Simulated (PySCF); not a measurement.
Below is a simulated gas-phase Si 1s photoelectron spectrum of `C[Si@@H]1[SiH2][SiH2][Si@@H]1C1CC1`.

Every computed line was given a Gaussian of 0.6 eV full width at half maximum and an area set by the number of equivalent atoms; the highest printed point is 100. Theory: delta-SCF UKS SCAN, pcX-2 on the ionised atom, pcseg-1 elsewhere, spin-free X2C in PySCF.

binding energy (eV), intensity and a bar:
```
   1844.4          0 
   1844.5          1 
   1844.6          2 
   1844.7          5 #
   1844.8         11 ###
   1844.9         23 #######
   1845.0         42 #############
   1845.1         65 ###################
   1845.2         87 ##########################
   1845.3        100 ##############################
   1845.4        100 ##############################
   1845.5         86 ##########################
   1845.6         64 ###################
   1845.7         41 ############
   1845.8         23 #######
   1845.9         11 ###
   1846.0          5 #
   1846.1          2 
   1846.2          0 
   1846.3          0
```

**Question.** Count the maxima, the lines and the sites behind this envelope.

**Answer.** The curve has 1 maximum (at 1845.4 eV). Under it lie 4 lines from 4 inequivalent silicon sites. At this width some lines have no maximum of their own.

**Question.** Decompose the envelope and assign each component. Numbering: `[CH3:1][Si@@H:2]1[SiH2:3][SiH2:4][Si@@H:5]1[CH:6]1[CH2:7][CH2:8]1`.

**Answer.** 
| position (eV) | relative area | line | atoms | environment |
| --- | --- | --- | --- | --- |
| 1845.27 | 1 | Si 1s | Si5 | SiH silicon |
| 1845.31 | 1 | Si 1s | Si2 | SiH silicon |
| 1845.39 | 1 | Si 1s | Si3 | SiH2 silicon |
| 1845.42 | 1 | Si 1s | Si4 | SiH2 silicon |

**Question.** What are the centre and the root-mean-square width of the whole band?

**Answer.** The area-weighted mean of the lines is 1845.35 eV. Their own spread about it is 0.06 eV (rms) and each Gaussian has σ = 0.6/2.355 = 0.25 eV; the variances add, which gives 0.26 eV.

The 4 Si 1s values lie within 0.15 eV of each other; Gaussian lines of 0.5 eV full width would blend them into one maximum.

The curve has no shake-up lines and no vibrational structure. Geometry: PBE0-D3(BJ)/def2-SVP, one conformer, isolated molecule.

The values belong to the conformer `[CH3:1][Si@@H:2]1[SiH2:3][SiH2:4][Si@@H:5]1[CH:6]1[CH2:7][CH2:8]1`: Si4–Si5–C6–C7 -23°.
